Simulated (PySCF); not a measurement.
C₂H₁₀BN, singlet (PBE0/def2-SVP optimised geometry):

```
14

B     -0.297    -0.522     0.000
H     -0.779    -0.939     1.058
C     -0.983    -1.181    -1.307
H     -0.612    -0.753    -2.258
H     -2.087    -1.106    -1.322
H     -0.752    -2.258    -1.346
C      1.319    -0.522     0.000
H      1.757    -0.078    -0.915
H      1.692    -1.559     0.044
H      1.769    -0.001     0.865
N     -0.753     1.072     0.000
H     -0.377     1.559     0.814
H     -1.769     1.161     0.017
H     -0.410     1.548    -0.837
```

Level of theory: PBE0/def2-TZVP (PySCF).

Task: What are the frontier orbital energies and the dipole moment?

Result: HOMO-2 -8.98 eV, HOMO-1 -7.57 eV, HOMO -7.29 eV, LUMO 0.09 eV, LUMO+1 1.73 eV; dipole moment 4.86 D.

Meta-Löwdin charges at PBE0/def2-TZVP: B1 -0.08, H2 -0.05, C3 -0.45, H4 0.08, H5 0.09, H6 0.12, C7 -0.45, H8 0.08, H9 0.12, H10 0.09, N11 -0.32, H12 0.26, H13 0.26, H14 0.26.
